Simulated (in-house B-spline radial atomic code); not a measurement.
Radial electron density of the tungsten ion W⁹⁺, [Kr] 4d10 4f14 5s2 5p3. Method: Dirac-Hartree-Fock, average of configuration, Fermi nucleus of rms radius 5.3658 fm. Calculated with a radial B-spline atomic code at the basis-set limit.

Columns: r (bohr), 4πr²n(r) (electrons per bohr), bar.

```
0.000613    3.627 #
0.000752    5.023 ##
0.000922    6.913 ##
 0.00113    9.451 ###
 0.00139     12.9 ####
  0.0017     17.3 ######
 0.00209    23.12 ########
 0.00257     30.5 ##########
 0.00315    39.44 #############
 0.00386       50 ################
 0.00474    62.04 ####################
 0.00582    74.78 ########################
 0.00714       87 ############################
 0.00876    97.15 ################################
  0.0107    103.4 ##################################
  0.0132    104.8 ##################################
  0.0162    101.4 #################################
  0.0199    95.71 ###############################
  0.0244    92.61 ##############################
  0.0299    96.86 ################################
  0.0367    109.9 ####################################
   0.045    126.2 #########################################
  0.0552    135.2 ############################################
  0.0678      129 ##########################################
  0.0832    112.9 #####################################
   0.102    104.3 ##################################
   0.125    112.7 #####################################
   0.154    123.9 ########################################
   0.189    112.9 #####################################
   0.231    83.28 ###########################
   0.284    63.97 #####################
   0.348    69.26 #######################
   0.427     76.2 #########################
   0.524    64.25 #####################
   0.643    41.55 ##############
    0.79    23.79 ########
   0.969    14.09 #####
    1.19    7.876 ###
    1.46    3.375 #
    1.79   0.9464 
     2.2     0.15 
    2.69   0.0129 
    3.31 0.0004486 
    4.06 6.027e-06
```

On this grid the curve has 4 maxima, near 0.0132, 0.0552, 0.154, 0.427 bohr.

The 5p3/2 radial function P(r) = rR(r), positive near the nucleus, with its small component Q(r) (sign convention: Q ≈ (P' + κP/r)/2c):

```json
{"r (bohr)": "0.00113", "P": "0.001445", "Q": "-0.0001992"}
{"r (bohr)": "0.0017", "P": "0.003104", "Q": "-0.0004287"}
{"r (bohr)": "0.00257", "P": "0.006659", "Q": "-0.0009217"}
{"r (bohr)": "0.00386", "P": "0.01388", "Q": "-0.001928"}
{"r (bohr)": "0.00582", "P": "0.02841", "Q": "-0.003969"}
{"r (bohr)": "0.00876", "P": "0.05581", "Q": "-0.00787"}
{"r (bohr)": "0.0132", "P": "0.1035", "Q": "-0.01485"}
{"r (bohr)": "0.0199", "P": "0.1748", "Q": "-0.02591"}
{"r (bohr)": "0.0299", "P": "0.2521", "Q": "-0.03995"}
{"r (bohr)": "0.045", "P": "0.2734", "Q": "-0.05095"}
{"r (bohr)": "0.0678", "P": "0.1312", "Q": "-0.04613"}
{"r (bohr)": "0.102", "P": "-0.1934", "Q": "-0.01641"}
{"r (bohr)": "0.154", "P": "-0.3948", "Q": "0.02122"}
{"r (bohr)": "0.231", "P": "-0.02289", "Q": "0.02574"}
{"r (bohr)": "0.348", "P": "0.5607", "Q": "-0.004648"}
{"r (bohr)": "0.524", "P": "0.2432", "Q": "-0.01827"}
{"r (bohr)": "0.79", "P": "-0.7746", "Q": "-0.002552"}
{"r (bohr)": "1.19", "P": "-1.072", "Q": "0.008792"}
{"r (bohr)": "1.79", "P": "-0.4821", "Q": "0.00521"}
{"r (bohr)": "2.69", "P": "-0.06511", "Q": "0.0007707"}
{"r (bohr)": "4.06", "P": "-0.00155", "Q": "1.924e-05"}
```
